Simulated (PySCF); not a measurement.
**Excitation energy of Cu by level of theory**

Cu [Ar] 3d10 4s1 (2S) → Cu [Ar] 3d9 4s1 4p1 (high-spin determinant), as a difference of total energies. All numbers are calculated (PySCF 2.14, scalar relativity through the core potential, in aug-cc-pVTZ-PP with ECP10MDF). Correlated levels: valence: 3s2 3p6 frozen. The calculations carry no spin-orbit coupling.

| method | excitation energy (eV) |
| --- | --- |
| UHF | 1.992 |
| LDA | 5.978 |
| PBE | 5.349 |
| r2SCAN | 4.592 |
| r2SCANh | 4.424 |
| PBEsol | 5.516 |
| PW91 | 5.352 |
| MP2 (valence) | 5.608 |
| SCS-MP2 (valence) | 5.270 |

**Question.** Estimate what HSE06 gives.

**Answer.** 4.688 eV, closest to r2SCAN among the rows shown.

**Question.** Estimate what PBE0 gives.

**Answer.** 4.676 eV, closest to r2SCAN among the rows shown.

The determinant of the upper state mixes LS terms, which raises its energy above the lowest term, most at the Hartree-Fock and MP2 levels.
